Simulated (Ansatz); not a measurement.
CHClOSeZn (`O=C[Se][Zn][Cl]`), 6 atoms. Charge 0, multiplicity 1. For Zn the d shell is correlated and the shells below it are frozen. Correlated methods include outer-core shells of Se, which these sets cover unevenly. Scalar relativity is left out up to krypton. All runs use 4 threads of an Arm Neoverse V1 on a shared host. Correlated methods freeze the cores.

Task: Give the basis size and wall time and peak host memory of each of these runs in Ansatz. RKS PBE0-D4/def2-SVP energy; RKS PBE0-D4/def2-TZVP relaxation (12 steps); RKS PBE-QIDH (frozen core with 3s3p of Cu, Zn)/def2-TZVPP energy; RKS PBE0-D4/def2-TZVP frequencies; RKS PBE-D4/def2-TZVPP energy and forces; RHF-MP2 with 3s3p of Cu, Zn/def2-QZVPP energy; RKS BHLYP-D4/def2-TZVPP energy; RHF-CCSD(T) with 3s3p of Cu, Zn/def2-TZVPP energy; RHF-CCSD(T) with 3s3p of Cu, Zn/def2-SVP energy; RKS ωB97M-V/def2-QZVPP energy; RKS ωB97M-V/def2-SVP energy; RKS ωB97X-V/def2-TZVPP energy. (Best estimate.)

Result: The calculation gave: Other jobs shared the machine, so times are rough.

```csv
level,job,functions,wall time,peak host memory (GiB)
RKS PBE0-D4/def2-SVP,energy,114,1.9 s,0.29
RKS PBE-D4/def2-TZVPP,energy and forces,230,3.3 s,0.36
RKS BHLYP-D4/def2-TZVPP,energy,230,6 s,0.97
RKS ωB97M-V/def2-SVP,energy,114,8.5 s,0.41
"RKS PBE-QIDH (frozen core with 3s3p of Cu, Zn)/def2-TZVPP",energy,230,8.5 s,0.69
"RHF-CCSD(T) with 3s3p of Cu, Zn/def2-SVP",energy,114,11 s,0.53
RKS ωB97X-V/def2-TZVPP,energy,230,12 s,1.1
"RHF-MP2 with 3s3p of Cu, Zn/def2-QZVPP",energy,403,26 s,2.1
RKS ωB97M-V/def2-QZVPP,energy,403,30 s,2.2
RKS PBE0-D4/def2-TZVP,relaxation (12 steps),201,76 s,0.74
RKS PBE0-D4/def2-TZVP,frequencies,201,2.6 min,0.73
"RHF-CCSD(T) with 3s3p of Cu, Zn/def2-TZVPP",energy,230,4.4 min,4
```
